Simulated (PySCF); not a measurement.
Compound: Sn(vinyl)3(NCO), C7H9NOSn.
Structure used (PBE0-D3(BJ)/def2-SVP), in Å, numbered top down from 1:
```xyz
19
C7H9NOSn angstrom
Sn     0.256    0.414    0.163
C     -0.135    0.335    2.258
C     -0.902   -0.615    2.798
H      0.302    1.105    2.905
H     -1.365   -1.406    2.197
H     -1.106   -0.648    3.875
C      2.291    0.100   -0.384
C      2.665   -0.983   -1.069
H      3.041    0.848   -0.102
H      1.946   -1.752   -1.373
H      3.709   -1.149   -1.359
C     -0.696    2.036   -0.836
C     -1.628    1.825   -1.769
H     -0.414    3.063   -0.574
H     -1.939    0.815   -2.059
H     -2.126    2.655   -2.286
N     -0.685   -1.224   -0.606
C     -1.327   -2.223   -0.757
O     -1.950   -3.202   -0.936
```

Computed with PBE0-D3(BJ)/def2-SVP geometry optimisation, gas phase, def2 core potentials past Kr (PySCF 2.14.0).

Which atoms are bound to Sn1, and at what distances?

4 atoms: N17 2.039 Å, C12 2.130 Å, C7 2.130 Å, C2 2.132 Å. The nearest atom not counted as bound is H4, at 2.83 Å (others tie with it).

List the angles at Sn1.

```
      angle  degrees  distance of the outer atoms (Å)
  C2–Sn1–C7    115.0                             3.59
 C7–Sn1–C12    114.7                             3.59
 C2–Sn1–C12    114.0                             3.58
 C2–Sn1–N17    104.8                             3.31
C12–Sn1–N17    103.2                             3.27
 C7–Sn1–N17    103.0                             3.26
```

What is the shape at Sn1?

Distorted tetrahedral: angles from 103.0° to 115.0°; τ4 = (360° − α − β)/141° = 0.92 with α and β the two widest (0 for a square, 1 for a tetrahedron).

What are the other bond lengths?

C2–C3, C7–C8, C12–C13 1.335 Å; N17–C18 1.198 Å; C18–O19 1.174 Å. (A selection.)

Give some angles away from the centre.

Sn1–C2–C3 122.0°, Sn1–N17–C18 164.8°, N17–C18–O19 178.5°.

Point group: near Cs, missed by 0.14 Å at most; the miss may be what the optimiser left on a soft mode. Charge 0, singlet. Stationary, but not proved a minimum.

One conformer stands for the species.
